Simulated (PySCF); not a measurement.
Identify the compound

Molecular formula: C6H11B. Simulated spectra:

1H NMR (300 MHz, computed): δ 7.31 (br, 2H), 1.45 (m, 1H), 1.33 (m, 1H), 1.31 (m, 1H), 0.73 (m, 1H), 0.68 (m, 1H), 0.64 (m, 1H), 0.41 (m, 1H), 0.19 (m, 1H), 0.16 (m, 1H).

13C{1H} NMR (computed): δ 35.6, 24.9, 23.2, 14.6, 8.3, 5.9.

PySCF 2.14.0 with density-fitted response routines calculation with geometry from PBE0-D3(BJ)/def2-SVP, σ from GIAO-PBE0/pcSseg-1 and B3LYP/pcJ-1 coupling constants (spin–dipole term only in couplings to heteroatoms); one conformer, fast rotation and ring inversion assumed for equivalent nuclei, gas phase, non-relativistic.

Scale: TMS for 1H (31.27 ppm), 13C (184.41 ppm) (reference shieldings calculated alike).

Task: Choose the structure that fits.
A. CC=C=CB(C)C
B. C=CBC1CCC1
C. CB(C)[C@H]1[C@@H]2C[C@@H]21
D. B[C@@H]1C[C@@H]1C1CC1

Result: D. 

1. 6 carbon signals for 6 carbons: no two carbons are equivalent.
2. Carbon types of the structure: 3 × CH, 3 × CH2, leaving 2 H on heteroatoms.
3. δC 35.6, 24.9, 23.2, 14.6, 8.3, 5.9: three-membered-ring carbon.
4. δH 7.31: hydrogen on a boron bonded to C.
5. δH 1.45, 1.33, 1.31, 0.73, 0.68, 0.64, 0.41, 0.19, 0.16: hydrogen on a three-membered-ring carbon; cyclopropane-type protons are shielded by the ring.

The others: CC=C=CB(C)C would give 5 carbon signals, not 6; C=CBC1CCC1 would give 5 carbon signals, not 6; CB(C)[C@H]1[C@@H]2C[C@@H]21 would give 4 carbon signals, not 6.

Hydrogens on boron are broadened and split by 11B (spin 3/2, 80 %) and 10B (spin 3). A carbon bonded to boron is broadened by the quadrupolar boron nucleus and is often missing from a measured spectrum. Splittings below 1 Hz are ignored in the labels, and close J values are merged. Unscaled 3J(H,H) at this level run about 10 % above measured values. Shifts are as computed. Against solution values, carbons near 30 ppm lie about +2 ppm off and those near 130 ppm about +5 ppm. Of 1309 compounds with measured shifts, 239 miss one by over three times the rms of a fit or turn the order of signals round; such compounds aren't used in these exercises. Only one conformer was computed, so three-bond couplings in flexible chains and rings are approximate.
